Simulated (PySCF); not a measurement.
C2Cl3, SMILES Cl[C]=C(Cl)Cl, multiplicity 2. Coordinates come from a B3LYP-D3(BJ)/def2-SVP optimisation. The isomer is the one that the SMILES or the coordinates give; other isomers of the formula were not compared.

Computed equilibrium geometry at B3LYP-D3(BJ)/def2-SVP (PySCF confirms it by a frequency run) as a Z-matrix, and its point group:
point group Cs.
```
C
C 1 1.3215
Cl 2 1.6664 1 136.24
Cl 1 1.7352 2 121.25 3 180.00
Cl 1 1.7470 2 122.90 3 0.00
```
Charge 0, spin multiplicity 2.
